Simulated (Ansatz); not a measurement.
One change: `SS[SiH2]Cl` becomes `Cl[SiH2][S][GeH2][Cl]`.

Ansatz, PBE0-D4/def2-TZVP geometries, multiplicity 1. Each molecule was computed in one conformer, which needn't be the lowest.

Scalar relativity is left out up to krypton.

```
                                          property  `SS[SiH2]Cl`
           HOMO–LUMO gap (ωB97M-V/def2-TZVPP) / eV         10.27
  size of the dipole moment (B3LYP/def2-TZVPP) / D          0.22
size of the dipole moment (ωB97M-V/def2-TZVPP) / D          0.22
             HOMO–LUMO gap (B3LYP/def2-TZVPP) / eV          5.59
             LUMO energy (ωB97M-V/def2-TZVPP) / eV          0.66
               LUMO energy (B3LYP/def2-TZVPP) / eV         -1.64
```

Q: Give the same properties after the change, and the shifts. (An estimate is asked.)

A: Computed: 
| property | `Cl[SiH2][S][GeH2][Cl]` | shift |
| --- | --- | --- |
| HOMO–LUMO gap (ωB97M-V/def2-TZVPP) / eV | 11.30 | 1.03 |
| size of the dipole moment (B3LYP/def2-TZVPP) / D | 1.04 | 0.82 |
| size of the dipole moment (ωB97M-V/def2-TZVPP) / D | 1.06 | 0.84 |
| HOMO–LUMO gap (B3LYP/def2-TZVPP) / eV | 6.66 | 1.07 |
| LUMO energy (ωB97M-V/def2-TZVPP) / eV | 1.15 | 0.49 |
| LUMO energy (B3LYP/def2-TZVPP) / eV | -1.07 | 0.57 |

With PBE0 the HOMO falls by 0.53 eV and the LUMO rises by 0.64 eV, so the gap widens by about 1.17 eV. PBE moves the HOMO by -0.52 eV and ωB97M-V by -0.54 eV. Dipoles are sizes alone; their direction can turn.

B3LYP here is the variant with VWN-RPA as its local correlation; programs differ in this.
